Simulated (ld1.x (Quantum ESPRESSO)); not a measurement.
## Co (Z = 27), TM semilocal: configuration errors across variants

cobalt, norm-conserving Troullier–Martins (semilocal form), made with ld1.x (Quantum ESPRESSO) 7.5 (PBE, scalar-relativistic). Core [Ne], reference 3s2 3p6 3d7 4s0 4p0 (charge +2). Waves: 3p (bound): rc 1.20 bohr; 3d (bound): rc 1.00 bohr; 3s (bound): rc 0.80 bohr. Local part: the s channel. Core correction: Bessel-smoothed model core inside 0.35 bohr.

All-electron excitation energies from the reference (eV): (1) 3s2 3p6 3d7 4s2 4p0 -25.816; (2) 3s2 3p6 3d7 4s1 4p0 -16.786; (3) 3s2 3p6 3d6 4s0 4p0 35.870; (4) 3s2 3p6 3d6 4s2 4p1 -16.156; (5) 3s2 3p6 3d7 4s0 4p2 -16.837; (6) 3s2 3p6 3d5 4s0 4p0 91.222; (7) 3s2 3p5 3d7 4s2 4p0 47.707.

A semilocal file is local in each channel, so a ghost entry of none says nothing of the separable form that plane-wave codes build from it.

Errors AE − PS in meV (a dash: test not solved or not reliable):

```csv
change,(1),(2),(3),(4),(5),(6),(7),bound ghosts
base,+127,+82,-3.7,+226,+52,+4.2,+201,none
"all radii but the core radius scaled by about 0.74 (s 0.60, p 0.88, d 0.74 bohr)",+125,+81,+1.9,+205,+22,+9.8,+214,none
"all radii but the core radius scaled by about 0.83 (s 0.66, p 1.00, d 0.82 bohr)",+93,+60,+0.4,+166,+35,+8.9,+155,none
"all radii but the core radius scaled by about 1.05 (s 0.84, p 1.26, d 1.04 bohr)",+167,+108,-4.5,+282,+48,+2.6,+270,none
"all radii but the core radius scaled by about 1.10 (s 0.88, p 1.32, d 1.10 bohr)",+228,+148,-7.9,+362,+35,-4.3,+367,none
"all radii but the core radius scaled by about 1.18 (s 0.94, p 1.42, d 1.18 bohr)",+316,+204,-12,+460,-12,-15,+519,none
"all radii but the core radius scaled by about 1.28 (s 1.02, p 1.54, d 1.28 bohr)",+597,+387,-20,+814,-104,-29,+1001,none
"all radii but the core radius scaled by about 1.35 (s 1.08, p 1.62, d 1.36 bohr)",+806,+523,-25,+1061,-202,-37,+1363,none
```

Q: Give the same row for: all radii but the core radius scaled by about 0.96 (s 0.76, p 1.16, d 0.96 bohr).

A: +103, +67, -2.2, +191, +51, +6.5, +163; bound ghosts: none.
